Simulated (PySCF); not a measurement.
## Spinor energies of Ne⁺ (neon, charge +1)

Start: [He] 2s2 2p4 3d1; 2p1/2 filled at m_j = +1/2; 2p3/2 filled at m_j = -1/2, +1/2, +3/2; 3d5/2 filled at m_j = +5/2. Calculated with PySCF 2.14 in x2c-TZVPall-2c with one added diffuse shell each of s, p, d type (6s4p3d1f, 40 functions): generalised Hartree-Fock with the X2C-1e Hamiltonian and a Gaussian nucleus; one run each with spin-orbit coupling (SO) switched off, then screened by Boettger's factors. This is a chosen level, not necessarily the ground level.

```tsv
spinor shell	electrons	ε, spin-free (eV)	ε, screened SO (eV)	weight of nominal j (screened SO)	rms radius, screened SO (bohr)
1s1/2	2	-931.29	-931.27	1.000	0.182
2s1/2	2	-80.531	-80.525	1.000	0.908
2p3/2	3	-56.198	-57.810	0.660	0.907
2p1/2	1	-56.198	-51.382	0.663	0.927
3d5/2	1	1.511	1.510	1.000	2.38
```

| quantity | spin-free | screened SO |
| --- | --- | --- |
| E (hartree) | -126.45208 | -126.45362 |
| M_J | 9/2 | 9/2 |
| ⟨J²⟩ | 24.754 | 24.754 |
| ⟨L²⟩ | 12.003 | 12.006 |
| ⟨S²⟩ | 3.751 | 3.750 |

At GHF the highest occupied level has a positive energy, so only the finite basis holds that electron; for this excited configuration the basis is too tight for the outer shell.

Each row is a mean over spinors that exchange with the open shell spreads, by up to 12.884 eV (2s1/2).

Rows whose weight is well below 1 are mixtures of j = l ± 1/2: exchange outweighs spin-orbit coupling there, and the label is only the starting occupation.

Without spin-orbit coupling the j labels of p, d and f shells carry no meaning; the spin-free column gives the mean over the occupied spinors of each nl shell.
